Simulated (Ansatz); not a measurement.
Gas-phase electronic energies from Ansatz, PBE0-D4/def2-TZVP geometries. CCSD(T)/CBS adds triple-zeta CCSD(T) − MP2 to the extrapolated MP2 energy (def2 sets, frozen cores). Functionals use def2-TZVPP. Elements past krypton have def2 core potentials. For In, Te outer-core shells are correlated without core-valence functions, which leaves a few kJ/mol of doubt a bond. One conformer a species, not always the lowest.

Consider the redistribution: `[OH][In]([OH])[OH]` + `SC[TeH]` → `[OH][In]([OH])[SH]` + `OC[TeH]`.

`[OH][In]([OH])[OH]`:

Cartesian coordinates in Å:
```
O -0.586 1.214 1.440
In 0.000 0.000 0.000
O -0.715 -1.836 -0.094
O 1.300 0.622 -1.346
H -1.219 0.796 2.031
H -0.354 -2.327 -0.837
H 1.573 1.531 -1.194
```

`SC[TeH]`:

```xyz
7

S    -0.574    0.587    1.680
C     0.135    0.471    0.036
Te    0.671   -1.564   -0.437
H    -1.658   -0.169    1.441
H    -0.543    0.849   -0.724
H     1.040    1.077    0.053
H     0.929   -1.251   -2.049
```

`[OH][In]([OH])[SH]`:

Cartesian coordinates in Å:
```
O -0.367 1.845 -0.803
In 0.031 0.072 -0.023
O -1.547 -1.097 0.160
S 2.160 -0.687 0.663
H 0.404 2.410 -0.891
H -2.347 -0.667 -0.156
H 1.665 -1.876 1.050
```

`OC[TeH]`:

Z-matrix (Å, degrees):
```
C
Te 1 2.178
O 1 1.388 2 115.2
H 1 1.088 2 105.4 3 -118.4
H 1 1.093 2 105.3 3 126.2
H 2 1.658 1 93.0 3 -98.8
H 3 0.961 1 109.1 2 58.2
```

CCSD(T)/CBS gives -26.6 kJ/mol.

**Question.** Another level gave -42.6 kJ/mol. Which?
A. BLYP/def2-TZVPP
B. SCS-MP2/def2-TZVPP
C. r2SCAN0-D4/def2-TZVPP
D. BLYP-D4/def2-TZVPP

**Answer.** C. r2SCAN0-D4 -42.6, BLYP-D4 -33.3, BLYP -37.4, SCS-MP2/def2-TZVPP -24.6 kJ/mol.

Largest T1 diagnostic among the species: 0.017.

Leaving LDA and LC-ωPBE aside and taking each functional with its dispersion term where it has one, the values, not all of them listed here, spread over 9.9 kJ/mol, from r2SCAN0-D4 to B2PLYP. LDA lies −6.9 kJ/mol from PBE without D4. From BLYP to BHLYP (50 % exact exchange), in def2-TZVPP and without D4, ΔE moves by −4.5 kJ/mol.
